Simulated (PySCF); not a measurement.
Species: benzotrifluoride, C7H5F3.
Numbering: `[F:1][C:2]([F:3])([F:4])[c:5]1[cH:6][cH:7][cH:8][cH:9][cH:10]1`

Cartesian coordinates in Å at the GFN2-xTB level; atoms count from 1:
```xyz
15
C7H5F3 angstrom
F      2.680    0.360   -1.174
C      2.171    0.036    0.033
F      2.671    0.932    0.898
F      2.713   -1.149    0.357
C      0.669    0.008    0.024
C      0.007   -1.169   -0.298
C     -1.376   -1.185   -0.323
C     -2.090   -0.034   -0.034
C     -1.424    1.140    0.277
C     -0.041    1.167    0.306
H      0.572   -2.062   -0.519
H     -1.895   -2.099   -0.568
H     -3.169   -0.051   -0.052
H     -1.980    2.038    0.499
H      0.487    2.076    0.550
```

NICS is the negative of the GIAO shielding at a point without a nucleus: at the ring centre (0) and 1 Å above and below it (1); zz is the component along the ring normal. Level: GIAO PBE0/pcSseg-1 (PySCF, non-relativistic, gas phase) on the GFN2-xTB geometry, one conformer.

Ring bond lengths (Å), with Mayer bond orders in brackets: C5–C6 1.388 (1.38), C6–C7 1.383 (1.44), C7–C8 1.385 (1.43), C8–C9 1.385 (1.43), C9–C10 1.384 (1.44), C10–C5 1.388 (1.38).

Task: Give the NICS values of each ring in ppm.

Result: 
| ring | type | NICS(0) | NICS(1), two faces | NICS(1)zz, two faces | rms pucker (Å) | centre to ring atoms, mean (Å) |
| --- | --- | --- | --- | --- | --- | --- |
| C5–C6–C7–C8–C9–C10 | 6-membered carbocycle; formal bonds all aromatic | -9.1 | -11.6 / -11.7 | -29.2 / -29.4 | 0.00 | 1.39 |

Task: What do they say, and how far can they be read as aromaticity?

Result: 
- C5–C6–C7–C8–C9–C10: mean NICS(1)zz -29.3 ppm, shielded, aromatic by this magnetic criterion (flat ring, no four-coordinate atom).

Task: And the bond-length index? Use HOMA with the parameters of Krygowski (1993).

Result: 
- C5–C6–C7–C8–C9–C10: HOMA 1.00 = 1 − EN − GEO, with mean bond length 1.386 Å, EN = α(Ropt − mean)² = 0.001 and GEO = α × variance = 0.001. The geometric and the magnetic index point the same way.
